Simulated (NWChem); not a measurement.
System: HSOF2 cation; SMILES [OH+]=S(F)F

Here is an NWChem input.

```
start job
memory heap 200 mb stack 900 mb global 1100 mb
charge 1
geometry units angstroms
  O      0.180590     1.437522     0.000000
  S     -0.453227     0.044047     0.000000
  F      0.276931    -0.686957    -1.159659
  F      0.276931    -0.686957     1.159659
  H      1.161793     1.552824     0.000000
end
basis spherical
  * library def2-svp
end
dft
  xc becke88 lyp
  iterations 150
end
driver
  maxiter 120
end
task dft optimize
task dft freq
```

The level has its own optimisation; frequencies are unscaled.

Problem. Predict the main results of this run. (BLYP/def2-SVP.) Quantities: r O–S (Å); r H–O (Å); r F–S (Å); highest harmonic frequency (cm⁻¹); lowest (cm⁻¹); zero-point energy (kcal/mol).

Solution. 
| Quantity | Value |
|---|---|
| r O–S (Å) | 1.568 |
| r H–O (Å) | 1.002 |
| r F–S (Å) | 1.593 |
| highest harmonic frequency (cm⁻¹) | 3403 |
| lowest (cm⁻¹) | 285 |
| zero-point energy (kcal/mol) | 12.2 |
